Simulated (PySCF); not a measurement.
C₄H₉ (SMILES C[CH]CC), doublet, geometry from GFN2-xTB; HF/STO-3G run with PySCF.

The PySCF input:
```python
from pyscf import gto, scf

mol = gto.Mole()
mol.atom = '''
    C     0.80227852    1.76477179   -0.15694418
    C     0.52141927    0.40038107    0.33521225
    C    -0.74490807   -0.31053583    0.05376212
    C    -0.53438974   -1.81153526   -0.16655504
    H     1.85278878    1.87333439   -0.43366452
    H    -1.48498727   -2.30741758   -0.34953270
    H     0.60506598    2.52119607    0.61469385
    H     0.18232470    2.00638185   -1.01869520
    H    -0.07242301   -2.26159652    0.70904246
    H     0.11552400   -1.97990561   -1.02198077
    H     1.21029694   -0.04478302    1.03354459
    H    -1.22945641    0.12710158   -0.82320378
    H    -1.44553349   -0.19280169    0.89694506
'''
mol.basis = 'sto-3g'
mol.spin = 1
mol.verbose = 5
mol.build()

mf = scf.UHF(mol)
mf.kernel()
mo_i, mo_e, stable_i, stable_e = mf.stability(internal=True, external=True, return_status=True, nroots=6, tol=1e-6)
print('internally stable:', stable_i, ' externally stable:', stable_e)
if not stable_i:
    umf = mf.copy()
    umf.scf_summary = {}
    umf.kernel(umf.make_rdm1(mo_i, mf.mo_occ))
mf.analyze()
```

Q: Write the output that PySCF gives for this input, abridged.

A: 
```
PySCF version 2.14.0

[INPUT] verbose = 5
[INPUT] max_memory = 4000
[INPUT] num. atoms = 13
[INPUT] num. electrons = 33
[INPUT] charge = 0
[INPUT] spin (= nelec alpha-beta = 2S) = 1
[INPUT] symmetry False subgroup None
[INPUT] Mole.unit = angstrom
[INPUT] Symbol           X                Y                Z      unit          X                Y                Z       unit  Magmom
[...]
[INPUT] ---------------- BASIS SET ----------------
[INPUT] l, kappa, [nprim/nctr], expnt,             c_1 c_2 ...
[INPUT] C
[...]
                                13.045096         0.53532814
                                3.5305122         0.44463454
[...]
                                0.6834831         0.39951283
                                0.2222899         0.70011547
[...]
                                0.6834831         0.60768372
                                0.2222899         0.39195739
[INPUT] H
[...]
                                0.62391373        0.53532814
                                0.1688554         0.44463454

nuclear repulsion = 122.915305127838
number of shells = 21
number of NR pGTOs = 87
number of NR cGTOs = 29
basis = sto-3g
ecp = {}

******** <class 'pyscf.scf.uhf.UHF'> ********
method = UHF
initial guess = minao
damping factor = 0
level_shift factor = 0
DIIS = <class 'pyscf.scf.diis.CDIIS'>
diis_start_cycle = 1
diis_space = 8
diis_damp = 0
SCF conv_tol = 1e-09
SCF conv_tol_grad = None
SCF max_cycles = 50
direct_scf = True
direct_scf_tol = 1e-13
number electrons alpha = 17  beta = 16
Set gradient conv threshold to 3.16228e-05
E1 = -449.6553113487466  E2 = 171.4443699365202  Ecoul = 195.89878936828623  Exc = -24.45441943176604
init E= -155.295636284389
cond(S) = 12.504662357670316

  alpha mo_energy =
[-11.1036877  -11.1026524  -11.10008932 -11.07180343  -1.4952918
  -1.27963007  -1.00811271  -0.81520914  -0.56314943  -0.50139732
  -0.48724705  -0.45577255  -0.39286728  -0.36449865  -0.33560417
  -0.31593803   0.01347632   0.48499513   0.5228671    0.55016282
   0.55665804   0.5743728    0.60516592   0.60756913   0.6130466
   0.64620801   0.66234137   0.75045885   0.77772263]
  beta  mo_energy =
[-11.1036877  -11.1026524  -11.10008932 -11.07180343  -1.4952918
  -1.27963007  -1.00811271  -0.81520914  -0.56314943  -0.50139732
  -0.48724705  -0.45577255  -0.39286728  -0.36449865  -0.33560417
  -0.31593803   0.01347632   0.48499513   0.5228671    0.55016282
   0.55665804   0.5743728    0.60516592   0.60756913   0.6130466
[...]
converged SCF energy = -154.825081142653  <S^2> = 0.76572403  2S+1 = 2.0156627
<class 'pyscf.scf.uhf.UHF'> wavefunction is stable in the internal stability analysis
<class 'pyscf.scf.uhf.UHF'> wavefunction is stable in the real -> complex stability analysis
<class 'pyscf.scf.uhf.UHF'> wavefunction is stable in the UHF/UKS -> GHF/GKS stability analysis
internally stable: True  externally stable: True
Total Energy =                        -154.825081142652891
[...]
spin_pop of  0 C 2px      -0.01713
spin_pop of  0 C 2py      -0.05261
spin_pop of  0 C 2pz      -0.02580
spin_pop of  1 C 1s       -0.00004
spin_pop of  1 C 2s        0.08991
spin_pop of  1 C 2px       0.23492
spin_pop of  1 C 2py       0.20489
spin_pop of  1 C 2pz       0.58897
spin_pop of  2 C 1s        0.00000
spin_pop of  2 C 2s       -0.01980
spin_pop of  2 C 2px      -0.04751
spin_pop of  2 C 2py      -0.02358
spin_pop of  2 C 2pz      -0.02311
spin_pop of  3 C 1s       -0.00000
spin_pop of  3 C 2s        0.00689
spin_pop of  3 C 2px       0.00261
spin_pop of  3 C 2py       0.01971
spin_pop of  3 C 2pz       0.00262
spin_pop of  4 H 1s        0.02636
spin_pop of  5 H 1s       -0.00197
spin_pop of  6 H 1s        0.05114
spin_pop of  7 H 1s        0.01130
spin_pop of  8 H 1s       -0.00237
spin_pop of  9 H 1s       -0.00272
spin_pop of  10 H 1s       -0.06418
spin_pop of  11 H 1s        0.01154
spin_pop of  12 H 1s        0.05003
 ** Mulliken Spin Density (per atom)  **
spin density of  0 C =     -0.11560
spin density of  1 C =      1.11866
spin density of  2 C =     -0.11400
spin density of  3 C =      0.03183
spin density of  4 H =      0.02636
spin density of  5 H =     -0.00197
spin density of  6 H =      0.05114
spin density of  7 H =      0.01130
spin density of  8 H =     -0.00237
spin density of  9 H =     -0.00272
spin density of  10 H =     -0.06418
spin density of  11 H =      0.01154
spin density of  12 H =      0.05003
 ** Mulliken pop alpha/beta on meta-lowdin orthogonal AOs **
 ** Mulliken pop       alpha | beta **
[...]
In total            17.00000 | 16.00000
 ** Mulliken atomic charges   ( Nelec_alpha | Nelec_beta ) **
charge of  0C =     -0.10604  (     2.99522      3.11082 )
charge of  1C =     -0.02415  (     3.57141      2.45275 )
charge of  2C =     -0.04544  (     2.96572      3.07972 )
charge of  3C =     -0.09831  (     3.06507      3.03324 )
charge of  4H =      0.03555  (     0.49540      0.46904 )
charge of  5H =      0.03177  (     0.48313      0.48510 )
charge of  6H =      0.03358  (     0.50878      0.45764 )
charge of  7H =      0.03523  (     0.48804      0.47673 )
charge of  8H =      0.03150  (     0.48306      0.48543 )
charge of  9H =      0.03131  (     0.48299      0.48571 )
charge of  10H =      0.01995  (     0.45793      0.52212 )
charge of  11H =      0.02849  (     0.49153      0.47998 )
charge of  12H =      0.02656  (     0.51173      0.46170 )
Dipole moment(X, Y, Z, Debye): -0.05518,  0.05142,  0.01381
```
